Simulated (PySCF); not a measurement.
Gas-phase reaction: GeO2 + 2 GeCl3 = 3 GeCl2 + 2 O

Computed with PySCF (xtb for GFN2) and rigid-rotor harmonic-oscillator thermochemistry at 1 bar. † marks an energy on the PBE0/def2-TZVP geometry and frequencies; other levels use their own. MP2 freezes the core. 6-31G* has spherical d functions here. Open shells (unrestricted): GeCl3 (multiplicity 2), O (multiplicity 3); the rest are closed-shell singlets. GFN2 has no spin-polarisation term. Spin-orbit splitting is ignored; it lowers the true energy and changes the entropy of O. B3LYP is the form with VWN-RPA correlation. Ge: all electrons, no relativistic terms. GeO2, GeCl3: computed as isolated molecules; such fragments, hydroxides, amides, oligomers or adducts are transient or little studied in the gas. MP2 isn't extrapolated to the basis-set limit.

```
level               ΔH°(298 K), kJ
------------------  --------------
B3LYP/6-31G*                   467
B3LYP/def2-TZVP†               516
GFN2-xTB                       [?]
HF/6-31G*                      [?]
MP2/def2-TZVPP†                [?]
PBE/def2-TZVP†                 [?]
PBE0/def2-SVP†                 523
PBE0/def2-TZVP                 551
LDA/def2-TZVP†                 819
ωB97X-V/def2-TZVP†             564
```

**Question.** What belongs in the gaps?

**Answer.** 
- GFN2-xTB, ΔH°(298 K), kJ: 1174
- HF/6-31G*, ΔH°(298 K), kJ: 38
- MP2/def2-TZVPP†, ΔH°(298 K), kJ: 684
- PBE/def2-TZVP†, ΔH°(298 K), kJ: 639
